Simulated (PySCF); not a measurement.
**Os: excitation energy**

Os [Xe] 4f14 5d6 6s2 (5D) → Os [Xe] 4f14 5d6 6s1 7s1 (7D), as a difference of total energies. All numbers are calculated (PySCF 2.14, a scalar-relativistic core potential, in aug-cc-pVDZ-PP with ECP60MDF). Correlated levels: valence: 5s2 5p6 frozen. The calculations carry no spin-orbit coupling.

```
           method  excitation energy (eV)
              UHF                   4.187
              LDA                   6.109
              PBE                   5.638
             PBE0                   5.422
           r2SCAN                   5.452
          r2SCANh                   5.415
            M06-L                   6.254
             MN15                   6.126
          LC-wPBE                   5.263
    MP2 (valence)                   5.511
SCS-MP2 (valence)                   5.789
```

**Question.** How much does correlation contribute at MP2 (valence)?

**Answer.** 5.511 − (4.187) = 1.324 eV, measured against UHF.

The promoted electron is Rydberg-like, and one or two diffuse shells describe it only roughly, which tends to raise the upper state.
